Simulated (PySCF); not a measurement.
Predicted microwave data (PBE0/pcSseg-1 in PySCF (dipole) on a GFN2-xTB geometry, gas phase) for one isomer of C5H13PSi:

```
Rotational constants : A = 3767, B = 944.6, C = 818.2 MHz
Dipole components    : |μa| = 0.96 D, |μb| = 0.43 D, |μc| = 0.96 D
Inertial defect      : -51.50 u·Å²
κ                    : -0.91
```

Question: Which candidate fits, each taken in the one conformer that was computed?
A. `[CH2:1]=[CH:2][P@:3](=[CH2:4])([CH3:5])[CH2:6][SiH3:7]` with C1–C2–P3–C4 -13°, C2–P3–C6–Si7 -76°
B. `[CH2:1]=[CH:2][PH:3][Si:4]([CH3:5])([CH3:6])[CH3:7]` with C1–C2–P3–Si4 108°
C. `[SiH3:1][PH:2][CH:3]1[CH2:4][CH2:5][CH2:6][CH2:7]1` with Si1–P2–C3–C4 -71°, P2–C3–C4–C5 -156°, C3–C4–C5–C6 14°, C4–C5–C6–C7 13°, C5–C6–C7–C3 -34°

Answer: C. It is [SiH3]PC1CCCC1, a near-prolate asymmetric top, point group C1. The candidates at the same level (rigid rotor, commonest isotopes):

| SMILES | A (MHz) | B (MHz) | C (MHz) | μa (D) | μb (D) | μc (D) | Δ (u·Å²) | point group | rotor |
| --- | --- | --- | --- | --- | --- | --- | --- | --- | --- |
| C=C[P@](=C)(C)C[SiH3] | 2107 | 1346 | 1104 | 1.39 | 1.04 | 2.40 | -157.56 | C1 | asymmetric top |
| [SiH3]PC1CCCC1 | 3767 | 944.6 | 818.2 | 0.96 | 0.43 | 0.96 | -51.50 | C1 | near-prolate asymmetric top |
| C=CP[Si](C)(C)C | 2337 | 1096 | 1027 | 0.72 | 1.32 | 0.28 | -185.15 | C1 | asymmetric top |

`C=C[P@](=C)(C)C[SiH3]` has A 44 % too low; `C=CP[Si](C)(C)C` has A 38 % too low. No structure here is proved a minimum.
